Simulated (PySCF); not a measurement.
# Interval between two levels of Rh by level of theory

Rh [Kr] 4d8 5s1 [4F9/2, M_J = 9/2] → Rh [Kr] 4d9 [2D5/2, M_J = 5/2], as a difference of total energies. All numbers are calculated (PySCF 2.14, the two-component X2C-1e Hamiltonian, in x2c-TZVPall-2c (8s9p7d1f, 77 functions)). Correlated levels: [Ar] 3d10 frozen; the 6 highest virtual spinors dropped. "Screened" scales the spin-orbit matrix elements by Boettger's factors to mimic the two-electron term; Breit and QED terms are absent.

```tsv
method	interval between two levels (cm⁻¹)
GHF (spin-free)	12425
GMP2 (spin-free)	3937.2
GHF (screened spin-orbit)	13104
GMP2 (screened spin-orbit)	4686.1
```

The spin-free rows relax to the high-spin LS determinant and lack the spin-orbit shift.

Errors of the correlated levels include the incompleteness of this basis and the frozen core.

The labels give the starting determinants; with spin-orbit coupling the two ends relaxed to ⟨J²⟩ = 24.76, ⟨L²⟩ = 12.05, ⟨S²⟩ = 3.75 and ⟨J²⟩ = 9.56, ⟨L²⟩ = 6.57, ⟨S²⟩ = 0.86.

The determinant of the upper state mixes levels of different J (the jj label is only the starting occupation), so the difference between spin-free and spin-orbit rows is not the physical spin-orbit shift.

For comparison: 3309.9 cm⁻¹ (measured; NIST Handbook of Basic Atomic Spectroscopic Data (Sansonetti and Martin, J. Phys. Chem. Ref. Data 34, 1559 (2005))).
